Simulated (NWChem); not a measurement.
SiH4S3; SMILES S[SiH](S)S

```xyz
8

Si     0.0000     0.0000    -0.5304
S     -2.0098    -0.1056     0.2334
S      0.9135     1.7933     0.2334
S      1.0963    -1.6877     0.2334
H      0.0000     0.0000    -2.0344
H     -2.4702     0.8896    -0.5805
H      2.0055     1.6945    -0.5805
H      0.4647    -2.5841    -0.5805
```
Atoms are numbered in this order, from 1.

Computed with NWChem. Pople sets run with spherical d functions. Geometry: optimised at PBE-D3(BJ)/def2-SVP. Level M06-2X/6-31G*: energy and gradient on several grids; changes count from the extra-fine grid, which is no exact limit either.

```json
[
 {"grid": "xcoarse", "size of the energy change (μHa)": "3000", "largest change of a gradient component (μHa/bohr)": "4000", "time, medium = 1 (rough)": "about 1"},
 {"grid": "coarse", "size of the energy change (μHa)": "100", "largest change of a gradient component (μHa/bohr)": "700", "time, medium = 1 (rough)": "about 1"},
 {"grid": "medium", "size of the energy change (μHa)": "20", "largest change of a gradient component (μHa/bohr)": "200", "time, medium = 1 (rough)": "about 1"},
 {"grid": "fine", "size of the energy change (μHa)": "< 10", "largest change of a gradient component (μHa/bohr)": "100", "time, medium = 1 (rough)": "about 1"},
 {"grid": "xfine", "size of the energy change (μHa)": "< 10", "largest change of a gradient component (μHa/bohr)": "< 30", "time, medium = 1 (rough)": "2"}
]
```
